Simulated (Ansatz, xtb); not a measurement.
## Relaxing a trial structure of CH3AlClFGe

The starting geometry of this gas-phase singlet was built from a drawn formula by distance geometry and a force field; its bonds are those of `F[C@]1(Cl)[AlH][GeH2]1`.

```xyz
8

C    -0.4800   -0.4840    0.3182
Al   -0.9476    1.1960   -0.4970
Cl   -0.3308   -0.5316    2.0826
F    -1.1805   -1.6274   -0.1478
Ge    1.1384   -0.0969   -0.6047
H    -1.9642    2.4203   -0.8668
H     1.2783   -0.5399   -2.0902
H     2.1905    0.8032    0.1029
```

Problem. Predict what becomes of its bonds when it is optimised with r2SCAN-D4/def2-SVP.

Solution. It rearranges to `F[C](=[GeH2])[AlH][Cl]`. Contacts that open: C1–Cl3 (1.77 → 3.50 Å), Al2–Ge5 (2.46 → 3.23 Å). Contacts that close: Al2–Cl3 (3.17 → 2.11 Å).

The energy falls by 2.91 eV over 34 steps:

```json
{"step": "1", "E − E(last) (eV)": "2.908"}
{"step": "5", "E − E(last) (eV)": "2.057"}
{"step": "8", "E − E(last) (eV)": "1.779"}
{"step": "12", "E − E(last) (eV)": "1.570"}
{"step": "16", "E − E(last) (eV)": "1.526"}
{"step": "19", "E − E(last) (eV)": "0.890"}
{"step": "23", "E − E(last) (eV)": "0.236"}
{"step": "27", "E − E(last) (eV)": "0.020"}
{"step": "30", "E − E(last) (eV)": "0.002"}
{"step": "34", "E − E(last) (eV)": "0.000"}
```

Final geometry (Å):

```xyz
8

C     0.0452   -0.4585    0.1961
Al   -1.3121    0.9086    0.3458
Cl   -2.7951    0.7738    1.8359
F     0.0771   -1.5249    1.0314
Ge    1.3106   -0.3034   -1.0984
H    -1.2971    2.1244   -0.6573
H     1.2291    0.9126   -2.0106
H     2.4464   -1.2929   -1.3456
```

From the same start GFN2-xTB ends elsewhere, differing in Al2–Ge5 (2.47 against 3.23 Å here).

The end wasn't checked by frequencies. Run with Ansatz 0.2.0, 100 s on 2 threads of Intel(R) Xeon(R) Platinum 8259CL CPU @ 2.50GHz (Skylake/Cascade Lake) (shared host).
